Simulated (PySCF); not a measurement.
**Telling isomers of C₉H₁₃F apart by NMR**

Level of theory: GFN2-xTB geometry, GIAO PBE0/pcSseg-1 shieldings, in PySCF 2.14 (in vacuum, one averaged value for each set of equivalent atoms, no relativistic terms, one conformer).

Shifts are taken against calculated references (same method and geometry level): 1H and 13C vs TMS. Splittings of carbon signals by F and P are missing where no couplings were computed. Where no couplings were computed, multiplicities follow the n + 1 count of equivalent neighbours, and m marks all less simple cases (inequivalent or close neighbours, rings, F or P nearby). Shifts are as computed. Against solution values, carbons near 30 ppm lie about +3 ppm off and those near 130 ppm about +5 ppm. Of 1309 compounds with measured shifts, 239 miss one by over three times the rms of a fit or turn the order of signals round; such compounds aren't used in these exercises.

(1) Tabulate the signals of `C#C/C(F)=C/[C@H](C)C(C)C`, `C#CC/C(C)=C(/C)CCF` and their relative energies.

(2) What is the quickest way to tell C#C/C(F)=C/[C@H](C)C(C)C from C#CC/C(C)=C(/C)CCF?

Answers

(1) 
| SMILES | carbon types | δC | δH | E rel. (kcal/mol) |
| --- | --- | --- | --- | --- |
| C#C/C(F)=C/[C@H](C)C(C)C | 2×C 4×CH 3×CH3 | 150.8, 132.7, 89.1, 81.0, 39.4, 38.6, 24.5, 21.6, 16.4 | 5.48 (m, 1H), 2.95 (m, 1H), 2.79 (s, 1H), 1.57 (m, 1H), 1.13 (d, 3H), 1.03 (d, 3H), 0.82 (d, 3H) | 0.0 |
| C#CC/C(C)=C(/C)CCF | 3×C 1×CH 3×CH2 2×CH3 | 137.5, 133.4, 89.0, 83.8, 75.0, 43.6, 27.7, 24.2, 22.7 | 4.81 (m, 2H), 3.12 (d, 2H), 2.67 (m, 2H), 1.86 (s, 3H), 1.84 (s, 3H), 1.41 (t, 1H) | 4.0 |

Energies are electronic energies at PBE0/pcSseg-1 on these geometries, without zero-point or thermal terms, each for the one conformer computed, which needn't be the lowest.

(2) Both give the same number of carbon signals, but DEPT or the intensities differ. The first has an alkene CH at 132.7 ppm, the second an sp3 CH2 bonded to F at 83.8 ppm. Their most deshielded carbons lie at 150.8 and 137.5 ppm. In the proton spectra the most deshielded non-exchanging signals are 5.48 (m, 1H) and 4.81 (m, 2H).
